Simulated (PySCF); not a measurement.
Stretching NaSb⁺

Set-up: Na cc-pVDZ, Sb cc-pVDZ-PP with ECP28; scalar-relativistic core potentials (PySCF 2.14). Energies in eV from Na⁺ + Sb in their ground configurations at the same level. State: ⁴Σ⁻ (quartet), unpaired electrons σ ↑, π ↑↑.

All columns are PBE0. A positive dipole points towards Sb; it is taken about the centre of mass and depends on that origin.

```csv
R (Å),E (eV),μ (D),Mulliken charge on Na (basis-dependent),HOMO (eV),LUMO (eV),Mayer bond order,⟨S²⟩
2.890,-0.201,-8.79,0.69,-11.27,-8.17,0.53,3.75
3.025,-0.277,-9.34,0.71,-11.12,-8.05,0.50,3.75
3.159,-0.318,-9.90,0.73,-10.98,-7.93,0.45,3.75
3.260,-0.332,-10.34,0.75,-10.88,-7.83,0.42,3.75
3.361,-0.335,-10.79,0.77,-10.78,-7.73,0.39,3.75
3.462,-0.331,-11.25,0.79,-10.68,-7.63,0.36,3.75
3.596,-0.317,-11.87,0.81,-10.55,-7.49,0.33,3.75
3.764,-0.292,-12.67,0.84,-10.40,-7.32,0.29,3.75
3.966,-0.256,-13.65,0.86,-10.22,-7.12,0.25,3.75
4.235,-0.207,-14.98,0.89,-10.00,-6.87,0.19,3.75
```

A fit through these points gives, at Re = 3.350 Å, μ = -10.74 D and dμ/dR = -4.49 D/Å; the reduced mass is 19.32 u.

How strong is the fundamental in the double-harmonic approximation, I = 42.26·(dμ/dR)²/μred km/mol?

I = 42.26·(-4.49)²/19.32 = 44.1 km/mol at PBE0.

The bond is weak. Basis-set superposition, not corrected here, can be much of De in a small basis, most of all at correlated wavefunction levels. Spin–orbit coupling is left out, which matters for elements this heavy, above all for dissociation energies. For an ion De counts to the pair picked by the measured ionisation energies or electron affinities, which need not be the lowest pair at this level. The state is the lowest determinant that a PBE0 search found; another state may lie lower at other levels.
